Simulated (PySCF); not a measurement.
Diatomics of Pb with the second period

PBE0 with double-zeta basis sets in PySCF, for the lowest determinant that a PBE0 search found; no spin–orbit coupling. De refers to high-spin ground-configuration atoms. A positive dipole means M(−)Pb(+).

```tsv
M	basis	state (unpaired electrons)	Re (Å)	ωe (cm⁻¹)	De (eV)	μ (D)
Li	cc-pVDZ/cc-pVDZ-PP	quartet (σ ↑, π ↑↑)	2.646	340	1.34	-5.13
Be	def2-SVP	triplet (π ↑↑)	2.426	418	1.14	-0.86
B	def2-SVP	quartet (σ ↑, π ↑↑)	2.254	519	2.59	1.91
O	def2-SVP	singlet (closed shell)	1.929	778	4.33	4.38
F	def2-SVP	doublet (π ↑)	2.065	550	4.30	3.46
```

The shortest bond is that of PbO (1.929 Å), the longest that of LiPb (2.646 Å).

The rows differ in basis set, which adds steps of its own.

The state changes along the series, so neighbouring rows are not always alike in their bonding.

These are scalar-relativistic numbers at best; spin–orbit coupling would shift them, the dissociation energy most. States were picked by a PBE0 search and need not be the measured ground states.
